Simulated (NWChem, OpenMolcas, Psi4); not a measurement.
**How basis sets differ on InH2OF (SMILES [OH][InH][F])**

InH2OF: 5 atoms, total charge 0, spin state singlet. As SMILES, `[OH][InH][F]`. The shape is that of a PBE0-D4/def2-TZVP optimisation. This is a higher conformer, about 10 kJ/mol above the lowest found by a separate search.

```xyz
5

O    -1.2795   -0.3459   -0.5774
In    0.4801    0.0425    0.2100
F     1.1859   -1.6547    0.8415
H    -1.7252    0.4298   -0.9257
H     1.3885    1.4547    0.4102
```

Each level gives the dipole moment (D). The values are calculated.

| level | kind | program | value (D) | CPU time |
| --- | --- | --- | --- | --- |
| HF/ANO-R0 (sfX2C) | Hartree–Fock | OpenMolcas | 2.12 | 8.3 s |
| HF/ANO-RCC-MB (DKH2) | Hartree–Fock | OpenMolcas | 4.17 | 5.7 s |
| HF/STO-3G | Hartree–Fock | NWChem | 2.71 | 6.8 s |
| HF/3-21G | Hartree–Fock | Psi4 | 4.65 | 5.7 s |
| HF/def2-SVP (core potential) | Hartree–Fock | Psi4 | 4.75 | 10 s |

All-electron rows without a relativistic Hamiltonian named are non-relativistic, while core potentials hold scalar relativity, so basis and relativity change together. The values span 2.12 to 4.75 D. Magnitudes only. Sets without polarisation functions give poor dipoles. CPU times are rough (shared hosts, several kinds of processor and program).
